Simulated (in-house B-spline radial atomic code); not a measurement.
The numbers below are computed, except where a source is named.
Stopping of slow ions oscillates with Z: H to Ar at r_s = 4

A nucleus sits in a uniform electron gas with a rigid positive background. The Kohn-Sham equations are solved self-consistently in the spin-unpolarised LDA (PW92), non-relativistic, on B-splines with outgoing waves at the boundary and partial waves to l = 8. The model has no lattice, no bands and no magnetic solution. Atomic units; δ_l are the phase shifts at the Fermi level, counted so that each bound state adds π, and good to about 0.0005.

The density parameter is r_s = 4 bohr. The friction coefficient Q = n k_F σ_tr gives dE/dx = Q v for slow ions. Some elements are left out of the table, so an extreme may lie at one of them.

```
ion   δ0/π    δ1/π    δ2/π    δ3/π  σ_tr (bohr²)  Q (a.u.)
  H  0.507  -0.004   0.001   0.000         54.55    0.0976
 He  0.824   0.054   0.004  -0.001         26.41    0.0473
 Li  1.110   0.139  -0.004  -0.001         20.96    0.0375
 Be  1.365   0.232  -0.011  -0.001         61.44    0.1100
  B  1.507   0.361  -0.017  -0.001        104.88    0.1877
  C  1.575   0.508  -0.019  -0.001        111.31    0.1992
  N  1.614   0.658  -0.018   0.000         80.55    0.1442
  O  1.656   0.799  -0.012   0.001         44.81    0.0802
  F  1.747   0.914   0.001   0.001         21.54    0.0385
 Ne  1.920   1.010   0.010   0.000          4.43    0.0079
 Mg  2.317   1.221   0.005  -0.001         47.78    0.0855
 Al  2.435   1.359  -0.002  -0.001         92.62    0.1658
 Si  2.509   1.507  -0.006   0.000        109.06    0.1952
  P  2.565   1.650  -0.004   0.001         89.36    0.1599
  S  2.630   1.776   0.006   0.002         58.37    0.1045
 Cl  2.730   1.882   0.023   0.002         32.31    0.0578
 Ar  2.867   1.977   0.041   0.000         13.30    0.0238
```

Question: Where are the largest and smallest frictions, and what do the phase shifts say there?

Answer: Largest: C, Q = 0.1992; smallest: Ne, Q = 0.0079, a ratio of 25.2. For the largest δ1/π = 0.51: the p resonance is about half filled and sits at the Fermi level, where it scatters most. For the smallest the differences δ_l − δ_(l+1), measured from the nearest multiple of π, are 0.09π, 0.00π, 0.01π; σ_tr grows with the sines of these.

Question: At equal speed, Lindhard and Scharff's formula, with silicon as an example target, scales as Z^(7/6)/(Z^(2/3) + 14^(2/3))^(3/2). How does its rise from the first ion to the last compare?

Answer: It rises smoothly by 0.6456/0.0563 = 11.47, while Q changes by 0.024/0.098 = 0.24. The statistical formula averages over shells, so it can't show the oscillation.
